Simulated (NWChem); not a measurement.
SnICl, singlet; SMILES [I][Sn][Cl]

Program: NWChem. Low-valent species are run as closed-shell singlets; no triplet was tried in these runs. Geometry: optimised at PBE0/def2-SVP. def2 effective core potentials on Sn, I; no spin-orbit coupling.

### Question
Taking TPSS/def2-QZVP as the yardstick, which of these has the fewest basis functions while keeping “highest occupied level (eV)” within 0.05 eV of it: TPSS/def2-SVP; TPSS/def2-TZVPP; TPSS/def2-TZVP; TPSS/def2-SVPD?

### Answer
TPSS/def2-SVPD.
| level | basis functions | highest occupied level (eV) | relative time (rough) |
|---|---|---|---|
| TPSS/def2-SVP | 70 | -6.45 | 1 |
| TPSS/def2-SVPD | 94 | -6.59 | 2 |
| TPSS/def2-TZVP | 137 | -6.54 | 4 |
| TPSS/def2-TZVPP | 142 | -6.54 | 5 |
| TPSS/def2-QZVP | 234 | -6.56 | 9 |

The yardstick is one finite set, not the basis-set limit.
